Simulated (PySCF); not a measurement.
C5H7F, SMILES CC1=CC[C@@H]1F. Heavy atoms are numbered as in [CH3:1][C:2]1=[CH:3][CH2:4][C@@H:5]1[F:6]. Hydrogens are named by the atom that carries them.

Geometry: PBE-D3(BJ)/def2-SVP. The structure was generated by enumeration; whether it is a known compound was not checked.

All values below come from PBE/def2-TZVP (PySCF).

Atomic charges (e), one atom of each kind:

| atom | meta-Löwdin | Löwdin |
|---|---|---|
| C1 (CH3) | -0.36 | -0.28 |
| C2 | 0.00 | -0.17 |
| C3 (CH) | … | -0.11 |
| C4 (CH2) | … | -0.21 |
| C5 (CH) | 0.18 | -0.28 |
| F6 | -0.31 | 0.11 |
| H on C1 | 0.13 | 0.14 |
| H on C3 | … | 0.13 |
| H on C4 | … | 0.13 |
| H on C5 | … | 0.13 |

### Question
What belongs in the gaps? (Estimate from the structure and the level; the computed values follow.)

### Answer

- C3 (CH), meta-Löwdin: -0.13
- C4 (CH2), meta-Löwdin: -0.23
- H on C3, meta-Löwdin: 0.11
- H on C4, meta-Löwdin: 0.11
- H on C5, meta-Löwdin: 0.10

Computed Mayer and Wiberg (Löwdin basis) orders of the bonds:
| bond | Mayer | Wiberg |
|---|---|---|
| C1–C2 | 0.96 | 1.31 |
| C2–C3 | 1.70 | 1.83 |
| C3–C4 | 1.06 | 1.20 |
| C2–C5 | 1.01 | 1.10 |
| C4–C5 | 1.05 | 1.11 |
| C5–F6 | 1.10 | 1.65 |
